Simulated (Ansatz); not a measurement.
`C[SiH](F)Cl` + CH₃OH → `CO[SiH](C)Cl` + H–F at 400 K and 1 bar (ligand exchange at the Si–F bond).

Calculated with Ansatz (gas phase, PBE0-D4/def2-TZVP geometries, no zero-point term in ΔE). CBS: MP2 limit from def2 TZ/QZ plus the TZ coupled-cluster correction, frozen cores. This one scheme is used for every species. One conformer a species, not always the lowest.

```csv
species,CCSD(T)/CBS energy (Eh),H − E (kJ/mol),S (J/(mol·K))
`C[SiH](F)Cl`,-889.24457,158.9,345.5
CH₃OH,-115.61712,151.2,252.6
`CO[SiH](C)Cl`,-904.45266,272.6,403.2
H–F,-100.39570,36.5,182.2
```

H − E and S are ideal-gas, rigid-rotor, harmonic terms from PBE0-D4/def2-TZVP, for one conformer and one mirror image of each species. 1 Eh = 2625.50 kJ/mol, R = 8.31446 J/(mol·K).

Question: By hand: ΔE, ΔH, ΔS and ΔG.

Answer: ΔE = (-904.45266) + (-100.39570) − (-889.24457) − (-115.61712) = 0.01333 Eh = 35.0 kJ/mol. Δ(H − E) = 272.6 + 36.5 − 158.9 − 151.2 = -1.0, so ΔH = 34.0 kJ/mol. ΔS = 403.2 + 182.2 − 345.5 − 252.6 = -12.7 J/(mol·K). ΔG = 34.0 − 400 × (-12.7)/1000 = 39.1 kJ/mol.

Question: By hand: the equilibrium constant, and the temperature at which ΔG would vanish if ΔH and ΔS stayed fixed.

Answer: log₁₀ K = −ΔG/(RT ln 10) = -5.1. ΔH and −TΔS have one sign here, so there is no such temperature.

The number of gas molecules stays the same, so ΔS is small and ΔH decides. A doubt of 5 kJ/mol in ΔE shifts log₁₀ K by 0.7 here. Other conformers and mirror images would add mixing entropy, several J/(mol·K) or more a flexible species. These are equilibria of isolated gas molecules and say nothing of rates. Largest T1 diagnostic: 0.010 (customary marks: 0.02 for closed shells, 0.045 for open ones).

ΔS is within the doubt of such terms, so its sign, and with it that verdict, could turn.
